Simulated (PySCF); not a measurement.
BrSi, SMILES Br[Si] (connectivity only; charge and spin as stated), neutral, multiplicity 2.

The structure is a stationary point at PBE0-D3(BJ)/def2-TZVP.

Two levels are set side by side: PBE/def2-TZVPD (PySCF) and ωB97X/def2-TZVPD (PySCF). Same geometry, gas phase. Differences are taken from unrounded values.

```tsv
quantity	PBE
α-spin orbital gap (eV)	0.22
β-spin orbital gap (eV)	3.83
dipole moment (D)	0.58
```

Problem. These are the PBE values. What does ωB97X give? (An estimate is asked for; the answer gives what the named calculation found.)

Solution. 
```tsv
quantity	ωB97X	PBE minus ωB97X
α-spin orbital gap (eV)	6.39	-6.17
β-spin orbital gap (eV)	9.89	-6.06
dipole moment (D)	0.86	-0.29
```

Rough cost on one machine, each run with all the roots and properties that it gave: ωB97X against PBE within a factor of 2.
